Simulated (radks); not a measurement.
Results of a calculation; reference values are marked as such.
Q: The mean radii <r> (bohr) of the occupied orbitals of an atom or ion are listed with their occupations. Code: a radial shooting solver on a logarithmic mesh with Libxc functionals. Model: scalar-relativistic Kohn-Sham, SCAN, spin-unpolarised, spherical densities, finite nucleus; meta-GGA in the generalised Kohn-Sham scheme; Fermi nuclear charge, rms radius of each element as measured or else 0.836 A^(1/3) + 0.57 fm.

| orbital | occ. | <r> |
|---|---|---|
| 1s | 2 | 0.05214 |
| 2s | 2 | 0.2348 |
| 2p | 6 | 0.2063 |
| 3s | 2 | 0.7120 |
| 3p | 6 | 0.7501 |
| 3d | 10 | 1.008 |

Name the element and its charge.

A: Z = 29, copper, charge +1: Cu+ in [Ar] 3d10. The 1s radius gives Z: for a bare nucleus <r> = (2 gamma + 1)/(2Z) with gamma = sqrt(1 - (Z/c)^2), 0.05094 bohr for Z = 29, and screening makes it slightly larger (0.05214 here). The occupations add up to 28, and the charge is Z minus that.
